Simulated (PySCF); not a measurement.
These are PySCF 2.14.0 with TPSSh-D3(BJ)/def2-TZVP // CAM-B3LYP-D3(BJ)/def2-TZVP values and carry that method's errors. Gas-phase values, no solvent. One relaxed conformer stands for a flexible species; it need not be the lowest. Delta-SCF ions had no search for a lower state. 

Reference species (SMILES): `C=C(Cl)/C=C/[SiH3]` (Cl–C–C–C torsion 0°) (neutral, multiplicity 1).

```json
{
 "LUMO": "-1.93 eV",
 "vertical ionisation energy (Delta-SCF)": "8.83 eV"
}
```

Changed species: `C=C([SiH3])C(=C)Cl` (Si–C–C–Cl torsion 45°).

Q: What does the change do to the LUMO and vertical ionisation energy (Delta-SCF)?

A: the LUMO increases by 0.30 eV, to -1.63 eV; the vertical ionisation energy (Delta-SCF) increases by 0.15 eV, to 8.98 eV.
